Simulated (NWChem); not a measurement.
System: Si2N2H8O; SMILES N[SiH](N)O[SiH3]

The following NWChem deck was run.

```
start job
memory heap 200 mb stack 900 mb global 1100 mb
geometry units angstroms noautoz
  N      1.135022    -1.825974     0.566644
  Si     0.102608    -0.967326    -0.520345
  N     -1.476617    -1.039841     0.199501
  O      0.388829     0.681753    -0.747406
  Si     0.010017     2.018050     0.189479
  H      1.152807    -1.576638     1.558576
  H      2.054704    -2.136669     0.247209
  H      0.345007    -1.565518    -1.873645
  H     -1.819546    -1.938256     0.547396
  H     -2.239572    -0.494340    -0.208717
  H     -1.455866     2.355332     0.095434
  H      0.359511     1.797194     1.639262
  H      0.803042     3.183728    -0.328258
end
basis spherical
  * library def2-tzvpd
end
dft
  xc pbe0
  iterations 150
  semidirect filesize 400000000
  mulliken
end
task dft gradient
```

Excerpt of the output:

```
             Northwest Computational Chemistry Package (NWChem) 7.3.0
             --------------------------------------------------------

 C1  symmetry detected

                             Geometry "geometry" -> ""
                             -------------------------

 Output coordinates in angstroms (scale by  1.889725989 to convert to a.u.)

  No.       Tag          Charge          X              Y              Z
 ---- ---------------- ---------- -------------- -------------- --------------
    1 N                    7.0000     1.03370664    -1.86836217     0.61870747
    2 Si                  14.0000     0.02794754    -0.96582374    -0.45766289
    3 N                    7.0000    -1.54417991    -0.96614574     0.28112223
    4 O                    8.0000     0.38525278     0.66836595    -0.69153834
    5 Si                  14.0000     0.07816781     2.02178064     0.24702930
    6 H                    1.0000     1.07459449    -1.61855776     1.60983803
    7 H                    1.0000     1.93459079    -2.22058929     0.28896682
    8 H                    1.0000     0.22694105    -1.57638502    -1.81251651
    9 H                    1.0000    -1.92293995    -1.84769635     0.63494434
   10 H                    1.0000    -2.28669347    -0.38751381    -0.11909309
   11 H                    1.0000    -1.37209760     2.42449598     0.16978189
   12 H                    1.0000     0.43477133     1.78765459     1.69299372
   13 H                    1.0000     0.91650907     3.14982287    -0.28254609

 Effective nuclear repulsion energy (a.u.)     312.6678453055

                                 NWChem DFT Module
                                 -----------------

 Summary of "ao basis" -> "ao basis" (spherical)
 ------------------------------------------------------------------------------
       Tag                 Description            Shells   Functions and Types
 ---------------- ------------------------------  ------  ---------------------
 N                         def2-tzvpd               13       37   6s3p3d1f
 Si                        def2-tzvpd               15       43   6s5p3d1f
 O                         def2-tzvpd               14       40   6s4p3d1f
 H                         def2-tzvpd                5        9   3s2p

            General Information
            -------------------
          SCF calculation type: DFT
          Wavefunction type:  closed shell.
          No. of atoms     :    13
          No. of electrons :    58
           Alpha electrons :    29
            Beta electrons :    29
          Charge           :     0
          Spin multiplicity:     1
          Use of symmetry is: off; symmetry adaption is: off
          Maximum number of iterations: 150
          AO basis - number of functions:   272
                     number of shells:   110
          Convergence on energy requested:  1.00D-06
          Convergence on density requested:  1.00D-05
          Convergence on gradient requested:  5.00D-04

              XC Information
              --------------
                         PBE0 Method XC Functional
                     Hartree-Fock (Exact) Exchange  0.250
          PerdewBurkeErnzerhof Exchange Functional  0.750
            Perdew 1991 LDA Correlation Functional  1.000 local
           PerdewBurkeErnz. Correlation Functional  1.000 non-local

             Grid Information
             ----------------
          Grid used for XC integration:  medium
          Radial quadrature: Mura-Knowles
          Angular quadrature: Lebedev.
          Tag              B.-S. Rad. Rad. Pts. Rad. Cut. Ang. Pts.
          ---              ---------- --------- --------- ---------
          N                   0.65       49          13.0       434
          Si                  1.10       88          13.0       590
          O                   0.60       49          11.0       434
          H                   0.35       45          14.0       434
          Grid pruning is: on
          Number of quadrature shells:   683
          Spatial weights used:  Erf1

      Superposition of Atomic Density Guess
      -------------------------------------

 Sum of atomic energies:        -765.07687005

      Non-variational initial energy
      ------------------------------

 Total energy =    -767.116448
 1-e energy   =   -1677.582359
 2-e energy   =     597.798065
 HOMO         =      -0.519708
 LUMO         =      -0.462393

------------------------------------------------------------
EAF file 0: "./job.aoints.0" size=3199729664 bytes
------------------------------------------------------------
               write      read    awrite     aread      wait
               -----      ----    ------     -----      ----
     calls:     6104         1         0         0         0
   data(b): 3.20e+09  5.24e+05  0.00e+00  0.00e+00
   time(s): 0.00e+00  0.00e+00  0.00e+00  0.00e+00  0.00e+00
rate(mb/s): 0.00e+00  0.00e+00
------------------------------------------------------------

     ---------------------------------------------
      Total Density - Mulliken Population Analysis
     ---------------------------------------------

    Atom       Charge   Shell Charges
 -----------   ------   -------------------------------------------------------
    1 N    7     4.30   0.82  1.16  0.51  0.96 -0.33 -0.65  0.91  1.01 -0.25  0.00 -0.01  0.18 -0.00
    2 Si  14    16.12   2.00  0.58  1.39  0.77  2.55  0.27  4.09  1.74  0.38  0.85  0.97  0.11  0.18  0.26 -0.01
    3 N    7     5.68   0.82  1.16  0.53  0.90  0.07  0.44  0.97  1.07 -0.26  0.00 -0.02  0.00 -0.01
    4 O    8     9.31   0.79  1.18  0.57  0.94  0.72  0.40  1.65  1.88  0.68  0.48 -0.00 -0.05  0.07 -0.00
    5 Si  14    14.29   2.00  0.58  1.39  0.91  1.47  0.29  4.07  1.75  0.30  0.49  0.74  0.04  0.12  0.18 -0.05
    6 H    1     1.74   0.19  0.28  1.17  0.01  0.09
    7 H    1     1.91   0.21  0.31  1.36  0.02  0.02
    8 H    1     0.66   0.04  0.13  0.41 -0.00  0.09
    9 H    1     1.27   0.20  0.40  0.73 -0.00 -0.05
   10 H    1     1.63   0.21  0.39  0.95  0.01  0.07
   11 H    1     0.53   0.06  0.18  0.23  0.00  0.07
   12 H    1     0.14   0.06  0.17 -0.12  0.00  0.03
   13 H    1     0.42   0.07  0.13  0.32 -0.00 -0.10

   convergence    iter        energy       DeltaE   RMS-Dens  Diis-err
 ---------------- ----- ----------------- --------- --------- ---------
 d= 0,ls=0.0,diis     1   -754.5430595119 -1.07D+03  6.66D+01  2.68D+01
 d= 0,ls=0.0,diis     2   -765.8428028489 -1.13D+01  9.76D-03  2.25D+01
 d= 0,ls=0.0,diis     3   -768.1679819865 -2.33D+00  4.76D-03  1.25D+00
 d= 0,ls=0.0,diis     4   -768.2936823330 -1.26D-01  1.48D-03  2.49D-01
 d= 0,ls=0.0,diis     5   -768.3226855430 -2.90D-02  3.76D-04  3.06D-02
  Resetting Diis
 d= 0,ls=0.0,diis     6   -768.3247572692 -2.07D-03  1.50D-04  9.49D-03
 d= 0,ls=0.0,diis     7   -768.3255612545 -8.04D-04  3.34D-05  5.88D-05
 d= 0,ls=0.0,diis     8   -768.3255573131  3.94D-06  1.78D-05  1.11D-04
 d= 0,ls=0.0,diis     9   -768.3255680805 -1.08D-05  3.87D-06  2.95D-06
 d= 0,ls=0.0,diis    10   -768.3255683546 -2.74D-07  1.08D-06  2.05D-07

         Total DFT energy =     -768.325568354593
      One electron energy =    -1683.433968450825
           Coulomb energy =      669.352154087551
    Exchange-Corr. energy =      -66.911599296790
 Nuclear repulsion energy =      312.667845305473

 Numeric. integr. density =       58.000000078563

                       DFT Final Molecular Orbital Analysis
                       ------------------------------------

 Vector   27  Occ=2.000000D+00  E=-3.214709D-01
              MO Center= -8.5D-02,  1.4D+00, -4.7D-02, r^2= 3.7D+00
   Bfn.  Coefficient  Atom+Function         Bfn.  Coefficient  Atom+Function
  ----- ------------  ---------------      ----- ------------  ---------------
   124      0.279372   4 O  px              127      0.243394   4 O  px
   247      0.208620  11 H  s               173     -0.190657   5 Si px
   130      0.158032   4 O  px              246      0.126307  11 H  s
   248      0.126668  11 H  s               265     -0.112532  13 H  s
   256     -0.100191  12 H  s               123      0.082932   4 O  s

 Vector   28  Occ=2.000000D+00  E=-2.886234D-01
              MO Center=  3.2D-02, -1.2D+00,  2.8D-01, r^2= 3.5D+00
   Bfn.  Coefficient  Atom+Function         Bfn.  Coefficient  Atom+Function
  ----- ------------  ---------------      ----- ------------  ---------------
     8      0.244984   1 N  py               11      0.223344   1 N  py
    89      0.207299   3 N  pz               92      0.189380   3 N  pz
    14      0.181845   1 N  py              123      0.180815   4 O  s
     7      0.150961   1 N  px               95      0.140215   3 N  pz
    10      0.133398   1 N  px              126     -0.098011   4 O  pz

 Vector   29  Occ=2.000000D+00  E=-2.803684D-01
              MO Center= -4.2D-01, -1.3D+00,  2.9D-01, r^2= 3.2D+00
   Bfn.  Coefficient  Atom+Function         Bfn.  Coefficient  Atom+Function
  ----- ------------  ---------------      ----- ------------  ---------------
    89      0.260959   3 N  pz               92      0.240441   3 N  pz
     8     -0.231383   1 N  py               11     -0.209321   1 N  py
    95      0.173475   3 N  pz               88      0.156971   3 N  py
    14     -0.150369   1 N  py               91      0.141733   3 N  py
    94      0.106414   3 N  py                7     -0.096085   1 N  px

 Vector   30  Occ=0.000000D+00  E=-2.839063D-03
              MO Center= -2.9D-01,  1.1D-02,  2.3D-01, r^2= 1.2D+01
   Bfn.  Coefficient  Atom+Function         Bfn.  Coefficient  Atom+Function
  ----- ------------  ---------------      ----- ------------  ---------------
    43      2.837740   2 Si s               123     -2.141431   4 O  s
    42      1.050649   2 Si s                57      0.973999   2 Si py
   134      0.947601   4 O  py              162      0.775755   5 Si s
   203     -0.600441   6 H  s               239     -0.589894  10 H  s
    70     -0.389853   2 Si d -1             58      0.382208   2 Si pz

 Vector   31  Occ=0.000000D+00  E= 1.339087D-02
              MO Center= -2.4D-01,  2.1D+00,  9.3D-01, r^2= 1.1D+01
   Bfn.  Coefficient  Atom+Function         Bfn.  Coefficient  Atom+Function
  ----- ------------  ---------------      ----- ------------  ---------------
   123      4.694674   4 O  s               163     -2.842606   5 Si s
   178      1.329817   5 Si pz              177      1.315049   5 Si py
     6     -1.082389   1 N  s                57     -0.965475   2 Si py
   134      0.944364   4 O  py               58      0.758331   2 Si pz
   239      0.694832  10 H  s                 5     -0.618347   1 N  s

 Vector   32  Occ=0.000000D+00  E= 2.147283D-02
              MO Center=  3.4D-01, -1.3D+00, -3.1D-02, r^2= 1.2D+01
   Bfn.  Coefficient  Atom+Function         Bfn.  Coefficient  Atom+Function
  ----- ------------  ---------------      ----- ------------  ---------------
    86      3.417528   3 N  s                 6     -2.648972   1 N  s
   230     -1.372136   9 H  s               212      1.299898   7 H  s
    43     -1.242839   2 Si s                 5     -1.174209   1 N  s
   203      1.064985   6 H  s               239     -1.064098  10 H  s
    85      1.000170   3 N  s                56      0.966865   2 Si px

------------------------------------------------------------
EAF file 0: "./job.aoints.0" size=3200253952 bytes
------------------------------------------------------------
               write      read    awrite     aread      wait
               -----      ----    ------     -----      ----
     calls:     6104         9         0     54927     54927
   data(b): 3.20e+09  4.72e+06  0.00e+00  2.88e+10
   time(s): 0.00e+00  0.00e+00  0.00e+00  0.00e+00  0.00e+00
rate(mb/s): 0.00e+00  0.00e+00
------------------------------------------------------------

     ---------------------------------------------
      Total Density - Mulliken Population Analysis
     ---------------------------------------------

    Atom       Charge   Shell Charges
 -----------   ------   -------------------------------------------------------
    1 N    7     7.43   0.82  1.15  0.53  0.82  0.13 -0.01  1.55  1.71  0.72  0.00  0.01 -0.00  0.00
    2 Si  14    13.70   2.00  0.57  1.39  0.82  0.41  0.04  4.13  1.68  0.59  1.15  0.02  0.29  0.42  0.06  0.11
    3 N    7     7.40   0.82  1.15  0.53  0.82  0.12 -0.02  1.55  1.70  0.72  0.00  0.01 -0.01  0.00
    4 O    8     8.24   0.79  1.18  0.57  0.95  0.23 -0.09  1.89  2.02  0.70  0.00  0.00  0.01 -0.01  0.00
    5 Si  14    13.85   2.00  0.57  1.39  0.88  0.49  0.01  4.13  1.69  0.59  1.34  0.27  0.18  0.23  0.02  0.05
    6 H    1     0.79   0.26  0.41  0.06  0.04  0.02
    7 H    1     0.82   0.26  0.42  0.08  0.04  0.02
    8 H    1     1.03   0.24  0.54  0.23  0.01  0.01
    9 H    1     0.83   0.26  0.42  0.09  0.04  0.02
   10 H    1     0.82   0.26  0.42  0.09  0.04  0.02
   11 H    1     1.03   0.24  0.55  0.22  0.01  0.01
   12 H    1     1.03   0.24  0.55  0.22  0.01  0.01
   13 H    1     1.03   0.24  0.54  0.23  0.01  0.01

     -------------------------------------------
      Total Density - Lowdin Population Analysis
     -------------------------------------------

    Atom       Charge   Shell Charges
 -----------   ------   -------------------------------------------------------
    1 N    7     7.09   0.89  1.07  0.43  0.40  0.18  0.08  1.39  1.65  0.77  0.00  0.05  0.19  0.00
    2 Si  14    13.77   2.00  0.83  1.07  0.29  0.15  0.08  3.85  1.87  0.65  0.84  0.33  0.33  0.84  0.28  0.38
    3 N    7     7.08   0.89  1.07  0.43  0.40  0.18  0.08  1.39  1.64  0.76  0.00  0.05  0.19  0.00
    4 O    8     8.49   0.87  1.09  0.52  0.53  0.24  0.10  1.75  1.89  0.85  0.24  0.00  0.02  0.38  0.00
    5 Si  14    13.51   2.00  0.83  1.08  0.37  0.21  0.10  3.85  1.87  0.68  1.02  0.45  0.20  0.50  0.17  0.17
    6 H    1     0.96   0.24  0.31  0.10  0.11  0.21
    7 H    1     0.97   0.24  0.31  0.10  0.11  0.21
    8 H    1     1.00   0.24  0.42  0.22  0.02  0.11
    9 H    1     0.97   0.24  0.31  0.10  0.11  0.21
   10 H    1     0.97   0.24  0.31  0.10  0.11  0.21
   11 H    1     1.07   0.24  0.43  0.23  0.02  0.15
   12 H    1     1.06   0.24  0.43  0.23  0.02  0.15
   13 H    1     1.07   0.24  0.43  0.23  0.02  0.15

     Multipole analysis of the density
     ---------------------------------

     L   x y z        total         alpha         beta         nuclear
     -   - - -        -----         -----         ----         -------
     0   0 0 0     -0.000000    -29.000000    -29.000000     58.000000

[...]

                         DFT ENERGY GRADIENTS

    atom               coordinates                        gradient
                 x          y          z           x          y          z
   1 N       1.953422  -3.530693   1.169188   -0.003532  -0.005797   0.000102
   2 Si      0.052813  -1.825142  -0.864857   -0.002070  -0.013815  -0.005426
   3 N      -2.918077  -1.825751   0.531244    0.001581   0.004405   0.006941
   4 O       0.728022   1.263029  -1.306818    0.008858   0.005210  -0.015053
   5 Si      0.147716   3.820611   0.466818   -0.003237   0.009333   0.007003
   6 H       2.030689  -3.058631   3.042153    0.000347   0.003259   0.011858
   7 H       3.655846  -4.196305   0.546068    0.010759  -0.004374  -0.004016
   8 H       0.428856  -2.978936  -3.425160    0.001978  -0.002436  -0.006070
   9 H      -3.633830  -3.491640   1.199871   -0.004498  -0.010489   0.004490
  10 H      -4.321224  -0.732295  -0.225053   -0.008920   0.007109  -0.004839
  11 H      -2.592888   4.581633   0.320841   -0.006243   0.002689   0.000034
  12 H       0.821599   3.378177   3.199294    0.001627  -0.000342   0.006711
  13 H       1.731951   5.952302  -0.533935    0.003349   0.005249  -0.001736
```

Level: PBE0/def2-TZVPD. Structure relaxed at the PBE-D3(BJ)/def2-SVP level.
